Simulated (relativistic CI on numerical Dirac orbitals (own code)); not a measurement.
## Cu3+: 2p photoemission

Computed with this model: Dirac-Coulomb-Breit CI, KLI orbitals optimised for each configuration, QED by a radiative potential, valence Slater integrals scaled by 0.8, multiplet model of photoemission in the sudden approximation; configurations [Ar] 3d8 → [He] 2s2 2p5 3s2 3p6 3d8; 80 K; Lorentzian 0.7 eV and Gaussian 0.6 eV FWHM. Energies are those of the free ion, without screening or charge transfer. The energies are binding energies and can lie tens of eV above those of solids. S is read from ⟨S²⟩ = S(S + 1).

Field parameters in Wybourne normalisation: Td as Oh with Dq negative (B⁴₀ = 21Dq, B⁴₄ = √(5/14) B⁴₀). The field is a parameter set, without covalency.

Computed curve for Td, 10Dq = -11500 cm⁻¹, scaled to 100 at the maximum (points under 2 are left out and the grid is thinned):

(Energy (eV), Intensity): (987.5, 2.0), (987.8, 2.4), (988.2, 3.1), (988.5, 3.8), (988.8, 4.9), (989.2, 7.2), (989.5, 10.4), (989.8, 16.7), (990.1, 30.4), (990.5, 71.0), (990.8, 98.4), (991.1, 88.0), (991.5, 54.0), (991.8, 49.9), (992.1, 56.7), (992.5, 49.8), (992.8, 37.8), (993.1, 37.1), (993.4, 46.9), (993.8, 49.1), (994.1, 37.5), (994.4, 25.6), (994.8, 16.0), (995.1, 13.7), (995.4, 14.5), (995.8, 20.4), (996.1, 26.8), (996.4, 30.6), (996.8, 25.6), (997.1, 18.1), (997.4, 12.7), (997.7, 9.0), (998.1, 5.8), (998.4, 4.7), (998.7, 3.9), (999.1, 2.8), (999.4, 2.1), (1010.8, 2.3), (1011.2, 3.2), (1011.5, 4.1), (1011.8, 5.7), (1012.2, 10.1), (1012.5, 17.0), (1012.8, 27.8), (1013.1, 41.5), (1013.5, 75.8), (1013.8, 100.0), (1014.1, 85.2), (1014.5, 39.2), (1014.8, 20.4), (1015.1, 11.9), (1015.5, 6.9), (1015.8, 5.0), (1016.1, 4.0), (1016.4, 3.5), (1016.8, 3.6), (1017.1, 4.3), (1017.4, 4.5), (1017.8, 3.1), (1018.1, 2.1)

The ground state has S = 1.00, and the centroid lies at 999.74 eV.
